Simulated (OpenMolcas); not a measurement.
S: effect of the basis set

| Quantity | Value |
| --- | --- |
| Program | OpenMolcas 26.06 |
| Method | CASSCF |
| Active space | 6 electrons in 4 orbitals (3s 3p) |
| State averaging | 2S+1 = 3 even, 3 roots; 2S+1 = 1 even, 6 roots; 2S+1 = 3 odd, 3 roots (0 in the spin-orbit step) |
| Spin-orbit coupling | state interaction with AMFI integrals over the reference wave functions, term energies averaged over their components |

A. ANO-R1 [4s3p1d], X2C, finite nucleus; cost of the order of 4 core-seconds
B. ANO-L-VTZP [5s4p2d1f], non-relativistic, point nucleus; cost roughly 8 core-seconds
C. ANO-RCC-VTZP [5s4p2d1f], DKH2, point nucleus; cost roughly 10 core-seconds
D. ANO-R2 [5s4p3d1f], X2C, finite nucleus; cost of the order of 7 core-seconds
E. ANO-RCC-VQZP [6s5p3d2f1g], DKH2, point nucleus; cost about 9 core-seconds
F. ANO-R3 [6s5p4d3f1g], X2C, finite nucleus; cost of the order of 11 core-seconds

Energies in cm-1 above 3s2 3p4 3P2, the measured ground level; measured values from NIST Handbook of Basic Atomic Spectroscopic Data.

```
      Level      A      B      C      D      E      F  Measured
3s2 3p4 3P2    0.0    0.0    0.0    0.0    0.0    0.0       0.0
3s2 3p4 3P1    348    366    367    370    371    369       396
3s2 3p4 3P0    510    535    536    540    542    539       574
3s2 3p4 1D2  11921  11747  11740  11803  11726  11724      9239
3s2 3p4 1S0  21875  21411  21467  21616  21439  21436     22180
```

Deviations, from unrounded energies. A percentage is the sum of absolute deviations over the sum of measured energies, with the sign that they share, or ± where signs differ.

```csv
Against measurement,Levels,A,B,C,D,E,F
mean absolute deviation (cm-1),4,770,840,820,800,820,820
fine structure of the ground term (%),2,-11.5,-7.1,-6.8,-6.1,-5.8,-6.4
other terms of the ground configuration (%),2,±9.5,±10.4,±10.2,±10.0,±10.3,±10.3
```

A, D lie about equally close to measurement and B furthest from it. The largest miss of A in the table is 3s2 3p4 1D2, by +2700 cm-1. The ranking rests on the paired levels alone, and a cruder setting can come out closer through cancelling errors.

Among A to F the level of the table that moves most is 3s2 3p4 1S0, by 460 cm-1 (lowest in B, highest in A).

Without dynamic correlation excited terms often stand tens of per cent too high (terms of higher spin than the ground term too low), and those without a measured partner can miss by more than the paired ones. No level of 3s 3p5 was computed, though it lies in the active space. Computed and measured levels are paired by configuration, term and J; levels that our copy of the source lacks, or whose pairing is in doubt (as where it misses far off the trend of its configuration), stay unpaired and out of the deviations. Levels of configurations outside the active space are missing.
